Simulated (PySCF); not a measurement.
CF₃O₂S, SMILES O=[S](=O)C(F)(F)F (connectivity only; charge and spin as stated), charge -1, multiplicity 1. Atoms are numbered in the order given.

```xyz
7

O      1.4963    -0.2811     1.2735
S      1.0774     0.4394     0.0000
O      1.4963    -0.2811    -1.2735
C     -0.8381    -0.0012     0.0000
F     -1.0838    -1.3229     0.0000
F     -1.4665     0.5211    -1.0860
F     -1.4665     0.5211     1.0860
```
Charge -1, spin multiplicity 1.

Geometry: B3LYP-D3(BJ)/def2-SVPD. The spin state was assumed, not searched. The isomer is the one that the SMILES or the coordinates give; other isomers of the formula were not compared.

All values below come from PySCF with B3LYP/pcSseg-1.

GIAO shieldings, no solvent; atoms alike by connectivity are averaged. δ = σ(ref) − σ: ¹⁷O against H2O (σ = 333.8 ppm); ³³S against H2S (σ = 695.8 ppm); ¹³C against TMS (σ = 181.3 ppm); ¹⁹F against CFCl3 (σ = 161.7 ppm), references at their B3LYP-D3(BJ)/def2-TZVP geometries, non-relativistic.

```csv
nucleus,atoms,count,δ (ppm)
¹⁷O,"O1, O3",2,251.5
³³S,S2,1,776.4
¹³C,C4,1,143.3
¹⁹F,"F5, F6, F7",3,-110.2
```
